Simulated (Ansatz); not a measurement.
Reactions of `O[SiH2][NH][ZnH]`.

Calculated with Ansatz (gas phase, PBE0-D4/def2-TZVP geometries, no zero-point term in ΔE). CCSD(T)/CBS is the MP2 limit (def2-TZVPP, def2-QZVPP) plus CCSD(T) − MP2 in def2-TZVPP, frozen cores. This one scheme is used for every species. DFT in def2-TZVPP. For Ga, Zn outer-core shells are correlated without core-valence functions, which leaves a few kJ/mol of doubt a bond. Scalar relativity is left out up to krypton. Each species was taken in one conformer, which may not be the lowest.

```tsv
reaction	MP2/CBS(def2) (kJ/mol)	PBE0-D4 (kJ/mol)	CCSD(T)/CBS(def2) (kJ/mol)
`O[SiH2][NH][ZnH]` + `[SiH3][GaH2]` → `O[SiH2][GaH][SiH3]` + `[NH2][ZnH]`	85	70	81
`O[SiH2][NH][ZnH]` + `N[Si](O)(Cl)Cl` → `O[SiH2]N[Si](O)(Cl)Cl` + `[NH2][ZnH]`	11	11	12
`O[SiH2][NH][ZnH]` + H₂S → `O[SiH2]S` + `[NH2][ZnH]`	18	14	23
`O[SiH2][NH][ZnH]` + `[OH][AlH][OH]` → `O[SiH2][Al]([OH])[OH]` + `[NH2][ZnH]`	104	82	97
```

Largest T1 diagnostic: 0.016, for `[NH2][ZnH]`.
